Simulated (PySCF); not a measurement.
SeFBr, SMILES Br[Se]F. The structure is a stationary point at ωB97X-D3(BJ)/def2-TZVP.

PySCF with TDA-ωB97X/def2-SVPD puts the lowest singlet excitations at 2.87, 3.35, 5.39, 5.84, 6.46, 6.65 eV.

**Question.** What are the lowest excitation roots from ADC(2)/aug-cc-pVDZ (PySCF)? (An estimate is asked for; the answer gives what the named calculation found.)

**Answer.** 2.95, 3.48, 5.48, 5.91, 6.24, 6.53 eV. S1 differs by 0.08 eV (second minus first; roots are paired by order, and the bases may differ).
